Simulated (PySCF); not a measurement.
## [Hg(NH3)3]2+ at several levels of theory

Computed with PySCF 2.14.0 (density fitting, no spin-orbit coupling) at the geometry relaxed with PBE0:

```xyz
13
[Hg(NH3)3]2+ (singlet)
Hg    0.0000    0.0000    0.0000
N     2.2506    0.0023    0.0000
H     2.6427   -0.4736    0.8215
H     2.6427   -0.4736   -0.8215
H     2.6498    0.9480    0.0000
N    -1.1273    1.9479    0.0000
H    -0.9112    2.5254    0.8215
H    -0.9112    2.5254   -0.8215
H    -2.1458    1.8208    0.0000
N    -1.1233   -1.9503    0.0000
H    -1.7315   -2.0518    0.8215
H    -1.7315   -2.0518   -0.8215
H    -0.5039   -2.7687    0.0000
```

```tsv
level	basis	state	HOMO (eV)	gap (eV)	charge on Hg1 (e)	dipole about the centre of mass (D)	largest force component (eV/Å)
PBE0	Hg def2-SVP with ECP60, N def2-SVP, H def2-SVP	singlet	-18.71	7.36	0.85	0.00	0.00
PBE0	Hg def2-TZVP with ECP60, N def2-TZVP, H def2-TZVP	singlet	-18.65	7.35	1.00	0.00	0.32
```

Charges are Mulliken's, which hang on the basis. The relaxation used the grid (50, 194), these runs (75, 302) or, all-electron (x2c bases, spin-free X2C Hamiltonian), (99, 590).

Task: A further run in the first row's basis gives HOMO (eV) -17.39, gap (eV) 4.99, charge on Hg1 (e) 0.72, dipole about the centre of mass (D) 0.00, largest force component (eV/Å) 0.41. Which level was it?
A. BLYP
B. BP86

Result: B. The others give HOMO -17.14 eV (BLYP).

In the first row's basis the gap widens with exact exchange: 4.9 to 5.0 eV for BLYP, BP86 (none); 7.4 eV for PBE0 (a fixed share).

A frequency check found unstable modes (3, the lowest at -42 cm⁻¹), so the relaxed geometry is probably a saddle point.
